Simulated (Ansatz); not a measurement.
Ansatz (a first-principles code) input (B3LYP-D3(BJ)/def2-TZVP):

Ansatz 0.2 input:
```yaml
crystal:
  periodic: [false, false, false]
  atoms:
    - {symbol: Te, position_ang: [-0.00076430, -0.00164789, 0.23462442]}
    - {symbol: Cl, position_ang: [1.62630379, 1.96236211, -0.08027483]}
    - {symbol: Cl, position_ang: [-1.61620516, -1.97135109, -0.10030307]}
basis:
  gaussian:
    orbitals: def2-TZVP
hamiltonian:
  xc: b3lyp
  dispersion: d3bj
total_charge: -1
magnetization: {spin_polarized: true, initial_magnetization: 1}
relax: {f_tol: 0.002, max_steps: 150}
```

Output:

```
Functional definition: B3LYP
integrals: 0.05 GiB planned
949 factors; their error is unknown
mean field: 0.66 GiB planned
mean field evaluation 1: about -32345.4965 eV, gradient 9.7e0 eV
mean field evaluation 2: about -32345.2145 eV, gradient 1.2e1 eV
mean field evaluation 4: about -32345.9813 eV, gradient 5.0e-1 eV
mean field evaluation 8: about -32346.1439 eV, gradient 9.6e-2 eV
mean field evaluation 16: about -32346.1439 eV, gradient 1.2e-5 eV
mean field evaluation 32: about -32346.0536 eV, gradient 4.8e-1 eV
mean field -32346.14391821 eV, -1188.6988639903 hartree, gradient 2.1e-6 eV, S^2 0.752660; 4 other end points of the search recorded, 0 dependent functions left out
the calculation of the forces begins
reference -32346.14413381 eV, -1188.6988719135 hartree; 30, 29 occupied and 94, 95 virtual orbitals, 949 factors
relax step   1: F+E_penalty+E_count = -32346.31310297 eV  Δ(F+E_penalty+E_count) = +0.000e0 eV  max|allowed force component| = 2.245e-1 eV/Å  Δτ_max = 0.0000 Å  (120 SCF iters, accepted)
these checks for a lower state are left out or cut short: starts, cluster_reference, orbital_swaps, neighbouring_geometries, increment
integrals: 0.05 GiB planned
949 factors; their error is unknown
mean field: 0.66 GiB planned
mean field -32346.15679274 eV, -1188.6993371206 hartree, gradient 2.1e-6 eV, S^2 0.752674; 0 other end points of the search recorded, 0 dependent functions left out
the calculation of the forces begins
reference -32346.15700924 eV, -1188.6993450769 hartree; 30, 29 occupied and 94, 95 virtual orbitals, 949 factors
relax step   2: F+E_penalty+E_count = -32346.32473233 eV  Δ(F+E_penalty+E_count) = -1.163e-2 eV  max|allowed force component| = 5.021e-2 eV/Å  Δτ_max = 0.0463 Å  (51 SCF iters, accepted)
these checks for a lower state are left out or cut short: starts, cluster_reference, orbital_swaps, neighbouring_geometries, increment
integrals: 0.05 GiB planned
949 factors; their error is unknown
mean field: 0.66 GiB planned
mean field evaluation 64: about -32345.9977 eV, gradient 2.1e-2 eV
mean field -32346.15906131 eV, -1188.6994204892 hartree, gradient 8.6e-6 eV, S^2 0.752679; 0 other end points of the search recorded, 0 dependent functions left out
the calculation of the forces begins
reference -32346.15927742 eV, -1188.6994284311 hartree; 30, 29 occupied and 94, 95 virtual orbitals, 949 factors
relax step   3: F+E_penalty+E_count = -32346.32697020 eV  Δ(F+E_penalty+E_count) = -2.238e-3 eV  max|allowed force component| = 3.038e-2 eV/Å  Δτ_max = 0.0416 Å  (50 SCF iters, accepted)
these checks for a lower state are left out or cut short: starts, cluster_reference, orbital_swaps, neighbouring_geometries, increment
integrals: 0.05 GiB planned
949 factors; their error is unknown
mean field: 0.66 GiB planned
mean field -32346.16128847 eV, -1188.6995023358 hartree, gradient 4.2e-6 eV, S^2 0.752688; 0 other end points of the search recorded, 0 dependent functions left out
the calculation of the forces begins
reference -32346.16150247 eV, -1188.6995101999 hartree; 30, 29 occupied and 94, 95 virtual orbitals, 949 factors
relax step   4: F+E_penalty+E_count = -32346.32912949 eV  Δ(F+E_penalty+E_count) = -2.159e-3 eV  max|allowed force component| = 8.299e-3 eV/Å  Δτ_max = 0.0863 Å  (50 SCF iters, accepted)
these checks for a lower state are left out or cut short: starts, cluster_reference, orbital_swaps, neighbouring_geometries, increment
integrals: 0.05 GiB planned
949 factors; their error is unknown
mean field: 0.66 GiB planned
mean field evaluation 96: about -32346.1616 eV, gradient 2.5e-5 eV
mean field -32346.16161624 eV, -1188.6995143811 hartree, gradient 1.7e-6 eV, S^2 0.752691; 0 other end points of the search recorded, 0 dependent functions left out
the calculation of the forces begins
reference -32346.16182939 eV, -1188.6995222143 hartree; 30, 29 occupied and 94, 95 virtual orbitals, 949 factors
relax step   5: F+E_penalty+E_count = -32346.32943585 eV  Δ(F+E_penalty+E_count) = -3.064e-4 eV  max|allowed force component| = 3.909e-3 eV/Å  Δτ_max = 0.0342 Å  (53 SCF iters, accepted)
these checks for a lower state are left out or cut short: starts, cluster_reference, orbital_swaps, neighbouring_geometries, increment
integrals: 0.05 GiB planned
949 factors; their error is unknown
mean field: 0.66 GiB planned
mean field -32346.16174379 eV, -1188.6995190685 hartree, gradient 1.0e-10 eV, S^2 0.752692; 0 other end points of the search recorded, 0 dependent functions left out
the calculation of the forces begins
reference -32346.16195657 eV, -1188.6995268880 hartree; 30, 29 occupied and 94, 95 virtual orbitals, 949 factors
relax step   6: F+E_penalty+E_count = -32346.32953915 eV  Δ(F+E_penalty+E_count) = -1.033e-4 eV  max|allowed force component| = 3.052e-3 eV/Å  Δτ_max = 0.0310 Å  (100 SCF iters, accepted)
these checks for a lower state are left out or cut short: starts, cluster_reference, orbital_swaps, neighbouring_geometries, increment
integrals: 0.05 GiB planned
949 factors; their error is unknown
mean field: 0.66 GiB planned
mean field evaluation 128: about -32346.1617 eV, gradient 4.0e-6 eV
mean field -32346.16173697 eV, -1188.6995188177 hartree, gradient 3.9e-6 eV, S^2 0.752692; 0 other end points of the search recorded, 0 dependent functions left out
the calculation of the forces begins
reference -32346.16194973 eV, -1188.6995266366 hartree; 30, 29 occupied and 94, 95 virtual orbitals, 949 factors
relax step   7: F+E_penalty+E_count = -32346.32954484 eV  Δ(F+E_penalty+E_count) = -5.693e-6 eV  max|allowed force component| = 4.496e-4 eV/Å  Δτ_max = 0.0064 Å  (104 SCF iters, accepted)
integrals: 0.05 GiB planned
949 factors; their error is unknown
mean field: 0.66 GiB planned
mean field evaluation 160: about -32346.1617 eV, gradient 1.9e-5 eV
mean field evaluation 192: about -32346.1617 eV, gradient 9.9e-5 eV
mean field evaluation 224: about -32346.1617 eV, gradient 1.6e-8 eV
mean field -32346.16173697 eV, -1188.6995188177 hartree, gradient 3.1e-6 eV, S^2 0.752692; 3 other end points of the search recorded, 0 dependent functions left out
the calculation of the forces begins
reference -32346.16194973 eV, -1188.6995266366 hartree; 30, 29 occupied and 94, 95 virtual orbitals, 949 factors
Total energy: -32346.32975761 eV, -1188.7056934623 hartree
Atom 0 at     0.003100    -0.003540     0.018663 Å, force     0.000006     0.000005    -0.000064 eV/Å
Atom 1 at     1.662897     2.010046     0.027951 Å, force    -0.000371    -0.000450     0.000030 eV/Å
Atom 2 at    -1.656663    -2.017143     0.007433 Å, force     0.000366     0.000445     0.000034 eV/Å
Dipole moment:    -0.000010     0.000002     0.000485 e Å
```
